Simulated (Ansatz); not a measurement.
Ansatz (a first-principles code) input:
A basis named .json is the Basis Set Exchange file of that set.

Ansatz 0.2 input:
```yaml
crystal:
  periodic: [false, false, false]
  atoms:
    - {symbol: Sb, position_ang: [0.14925089, -0.58985287, 0.71379254]}
    - {symbol: Br, position_ang: [1.76580542, 0.89714789, -0.52576696]}
    - {symbol: Br, position_ang: [-1.98328528, -0.03764800, -0.51433074]}
basis:
  gaussian:
    orbitals: def2-QZVPPD.json
    fitting: {mean_field: def2-universal-jkfit, correlation: def2-QZVPPD-RIFIT.json}
magnetization: {spin_polarized: true, initial_magnetization: 1}
correlation: {method: mp2, electrons: outside_noble_gas}
```

What final total energy does it print?

-5384.74383 Eh (RI-MP2/def2-QZVPPD). The basis has 284 functions.

It need not be the lowest isomer of its formula.
